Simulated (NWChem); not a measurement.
Species: BCl2, doublet; SMILES Cl[B]Cl

In the optimisation the excess spin sits in a1 (C2v, its own frame).

Give the equilibrium geometry at PBE0/def2-SVP, spin-unrestricted (NWChem) as a Z-matrix, with the point group.

point group C2v; any orientation.
```
B
Cl 1 1.7282
Cl 1 1.7282 2 124.61
```
